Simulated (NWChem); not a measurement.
# C2H2F2OSi; SMILES F[Si]1(F)C=CO1

```xyz
8

F      0.0297    -1.3061    -1.2711
Si     0.0945    -0.3355     0.0000
F      0.0297    -1.3061     1.2711
C      1.0758     1.1898     0.0000
C     -0.1437     1.7728     0.0000
O     -1.1564     0.8372     0.0000
H      2.0630     1.6415     0.0000
H     -0.4538     2.8239     0.0000
```
Atoms are numbered in this order, from 1.

All runs: NWChem. Pople sets run with spherical d functions. Coordinates come from a PBE0/def2-SVP optimisation. Atomic charges in e: unrestrained fits to the electrostatic potential beside Mulliken populations; buried atoms are poorly determined by the fit.

Predict the results for Hartree-Fock/6-31G*. Quantities: ESP F1; Mulliken F1; ESP Si2; Mulliken Si2; ESP F3; Mulliken F3; ESP C4; Mulliken C4; ESP C5; Mulliken C5; relative RMS misfit of the potential (%).

The ESP F1 is -0.40, the Mulliken F1 comes out as -0.51 and the ESP Si2 is 1.45. The Mulliken Si2 is 1.62. The ESP F3 is -0.40 and the Mulliken F3 is -0.51. The ESP C4 is -0.84, the Mulliken C4 is -0.56 and the ESP C5 is 0.35. The Mulliken C5 is 0.23. The relative RMS misfit of the potential (%) is 21.
